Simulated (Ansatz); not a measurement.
```yaml
crystal:
  periodic: [false, false, false]
  atoms:
    - {symbol: B, position_ang: [1.299630, -0.018982, 0.342676]}
    - {symbol: H, position_ang: [1.403671, 0.385441, 1.599172]}
    - {symbol: H, position_ang: [2.259485, 0.002126, -0.376807]}
    - {symbol: S, position_ang: [0.070765, 1.448591, -0.367131]}
    - {symbol: B, position_ang: [-1.331697, 0.030417, 0.111955]}
    - {symbol: H, position_ang: [-2.222238, -0.178671, -0.440890]}
    - {symbol: H, position_ang: [-1.701307, 0.261756, 1.369607]}
    - {symbol: S, position_ang: [0.036789, -1.314772, 0.421744]}
    - {symbol: H, position_ang: [0.044653, 1.263450, -1.524372]}
    - {symbol: H, position_ang: [0.195828, -1.746915, -0.980212]}
basis:
  gaussian: {orbitals: "6-31++G**"}
hamiltonian: {xc: {name: PBE0-DH}, pseudopotentials: {relativity: none}}
scf: {lower_state_search: full}
```

```sh
$ ansatz run in.yaml --threads 4 --pin off --events-out ev --progress --plain --max-ram 3916MiB
```

It prints (some lines left out):

```
Functional definition: PBE0-DH
1059 factors; integrals over basis functions are off by at most 1.5e-3 eV
mean field evaluation 1: about -23103.9533 eV, gradient 2.6e1 eV
mean field evaluation 2: about -23104.4329 eV, gradient 2.5e1 eV
mean field evaluation 4: about -23106.5899 eV, gradient 2.5e0 eV
mean field evaluation 8: about -23106.6137 eV, gradient 1.7e-1 eV
mean field evaluation 16: about -23106.6138 eV, gradient 3.3e-5 eV
mean field -23106.61382026 eV, -849.1523956693 hartree, gradient 1.7e-6 eV, S^2 0.000000; 0 other end points of the search recorded, 0 dependent functions left out
12 core orbitals not correlated: weight in the atoms' cores, before any rotation towards them, 1.000 or more for the frozen orbitals, at most 0.000 for the correlated occupied ones
reference -23106.61387272 eV, -849.1523975969 hartree; 12, 12 occupied and 96, 96 virtual orbitals, 1059 factors
second order -16.12381246 eV of doubles, -0.00000000 eV of singles
Total energy: -23108.62934927 eV, -849.2264649943 hartree
```

It took 1.9 s on 4 threads of Arm Neoverse V2 on a shared host.

The 6-31G sets use Cartesian d functions. Correlated methods freeze 12 core orbitals.
